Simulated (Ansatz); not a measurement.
Reaction (redistribution): `[O]=[Mo]([F])([F])([F])[Cl]` + `NB(O)[SeH]` → `[O]=[Mo]([OH])([F])([F])[Cl]` + `NB(F)[SeH]`

Isolated molecules relaxed with PBE0-D4/def2-TZVP in Ansatz; ΔE leaves out vibrations. CCSD(T)/CBS adds triple-zeta CCSD(T) − MP2 to the extrapolated MP2 energy (def2 sets, frozen cores). Functionals use def2-TZVPP. B3LYP here is the variant with VWN-RPA as its local correlation; programs differ in this. HSE06 is defined as in plane-wave codes. def2 core potentials past Kr. For Mo, Se outer-core shells are correlated without core-valence functions, which leaves a few kJ/mol of doubt a bond. Scalar relativity is left out up to krypton. One conformer a species, not always the lowest.

```json
{"level": "LDA (SPW92)", "ΔE (kJ/mol)": "-6.9", "difference from CCSD(T)/CBS": "3.9"}
{"level": "PBE-D4", "ΔE (kJ/mol)": "-4.6", "difference from CCSD(T)/CBS": "6.2"}
{"level": "revPBE-D4", "ΔE (kJ/mol)": "-3.7", "difference from CCSD(T)/CBS": "7.1"}
{"level": "BLYP-D4", "ΔE (kJ/mol)": "-5.8", "difference from CCSD(T)/CBS": "5.0"}
{"level": "r2SCAN-D4", "ΔE (kJ/mol)": "-6.0", "difference from CCSD(T)/CBS": "4.8"}
{"level": "B97M-V", "ΔE (kJ/mol)": "-4.3", "difference from CCSD(T)/CBS": "6.5"}
{"level": "PBE0-D4", "ΔE (kJ/mol)": "-7.3", "difference from CCSD(T)/CBS": "3.5"}
{"level": "B3LYP-D4", "ΔE (kJ/mol)": "-8.0", "difference from CCSD(T)/CBS": "2.8"}
{"level": "r2SCANh-D4", "ΔE (kJ/mol)": "-7.1", "difference from CCSD(T)/CBS": "3.7"}
{"level": "r2SCAN0-D4", "ΔE (kJ/mol)": "-8.5", "difference from CCSD(T)/CBS": "2.3"}
{"level": "HSE06-D4", "ΔE (kJ/mol)": "-7.4", "difference from CCSD(T)/CBS": "3.4"}
{"level": "BHLYP-D4", "ΔE (kJ/mol)": "-10.0", "difference from CCSD(T)/CBS": "0.8"}
{"level": "ωB97M-V", "ΔE (kJ/mol)": "-6.2", "difference from CCSD(T)/CBS": "4.6"}
{"level": "B2PLYP", "ΔE (kJ/mol)": "-9.1", "difference from CCSD(T)/CBS": "1.7"}
{"level": "PBE-QIDH", "ΔE (kJ/mol)": "-9.7", "difference from CCSD(T)/CBS": "1.1"}
{"level": "PBE", "ΔE (kJ/mol)": "-4.4", "difference from CCSD(T)/CBS": "6.4"}
{"level": "revPBE", "ΔE (kJ/mol)": "-3.9", "difference from CCSD(T)/CBS": "6.9"}
{"level": "BLYP", "ΔE (kJ/mol)": "-5.4", "difference from CCSD(T)/CBS": "5.4"}
{"level": "r2SCAN", "ΔE (kJ/mol)": "-5.9", "difference from CCSD(T)/CBS": "4.9"}
{"level": "PBE0", "ΔE (kJ/mol)": "-7.1", "difference from CCSD(T)/CBS": "3.7"}
{"level": "r2SCANh", "ΔE (kJ/mol)": "-7.0", "difference from CCSD(T)/CBS": "3.8"}
{"level": "HSE06", "ΔE (kJ/mol)": "-7.2", "difference from CCSD(T)/CBS": "3.6"}
{"level": "BHLYP", "ΔE (kJ/mol)": "-9.5", "difference from CCSD(T)/CBS": "1.3"}
{"level": "CAM-B3LYP", "ΔE (kJ/mol)": "-6.8", "difference from CCSD(T)/CBS": "4.0"}
{"level": "RPA@PBE/def2-TZVPP", "ΔE (kJ/mol)": "-9.5", "difference from CCSD(T)/CBS": "1.3"}
{"level": "HF/def2-SVP", "ΔE (kJ/mol)": "-14.1", "difference from CCSD(T)/CBS": "-3.3"}
{"level": "MP2/def2-SVP", "ΔE (kJ/mol)": "-12.9", "difference from CCSD(T)/CBS": "-2.1"}
{"level": "CCSD/def2-SVP", "ΔE (kJ/mol)": "-13.1", "difference from CCSD(T)/CBS": "-2.3"}
{"level": "CCSD(T)/def2-SVP", "ΔE (kJ/mol)": "-13.1", "difference from CCSD(T)/CBS": "-2.3"}
{"level": "HF/def2-TZVPP", "ΔE (kJ/mol)": "-9.5", "difference from CCSD(T)/CBS": "1.3"}
{"level": "MP2/def2-TZVPP", "ΔE (kJ/mol)": "-12.4", "difference from CCSD(T)/CBS": "-1.6"}
{"level": "SCS-MP2/def2-TZVPP", "ΔE (kJ/mol)": "-11.6", "difference from CCSD(T)/CBS": "-0.8"}
{"level": "CCSD/def2-TZVPP", "ΔE (kJ/mol)": "-10.8", "difference from CCSD(T)/CBS": "0.0"}
{"level": "CCSD(T)/def2-TZVPP", "ΔE (kJ/mol)": "-11.2", "difference from CCSD(T)/CBS": "-0.4"}
{"level": "HF/def2-QZVPP", "ΔE (kJ/mol)": "-7.2", "difference from CCSD(T)/CBS": "3.6"}
{"level": "MP2/def2-QZVPP", "ΔE (kJ/mol)": "-11.4", "difference from CCSD(T)/CBS": "-0.6"}
{"level": "SCS-MP2/def2-QZVPP", "ΔE (kJ/mol)": "-10.4", "difference from CCSD(T)/CBS": "0.4"}
{"level": "HF/CBS(def2)", "ΔE (kJ/mol)": "-6.9", "difference from CCSD(T)/CBS": "3.9"}
{"level": "MP2/CBS(def2)", "ΔE (kJ/mol)": "-12.0", "difference from CCSD(T)/CBS": "-1.2"}
{"level": "CCSD/CBS(def2)", "ΔE (kJ/mol)": "-10.4", "difference from CCSD(T)/CBS": "0.4"}
{"level": "CCSD(T)/CBS", "ΔE (kJ/mol)": "-10.8", "difference from CCSD(T)/CBS": "0"}
```

Problem. What do rigid-rotor, harmonic-oscillator terms from PBE0-D4/def2-TZVP frequencies (298.15 K, 1 bar) make of the CCSD(T)/CBS value? (Estimate.)

Solution. The calculation gave: ΔZPE = -2.4 kJ/mol, ΔH = -12.7 kJ/mol, ΔS = 5 J/(mol·K), ΔG = -14.3 kJ/mol.

Largest T1 diagnostic among the species: 0.024, so the coupled-cluster value is less sure than usual.

From BLYP to BHLYP (50 % exact exchange), in def2-TZVPP and without D4, ΔE moves by −4.0 kJ/mol. Leaving LDA and LC-ωPBE aside and taking each functional with its dispersion term where it has one, the values spread over 6.3 kJ/mol, from BHLYP-D4 to revPBE-D4.
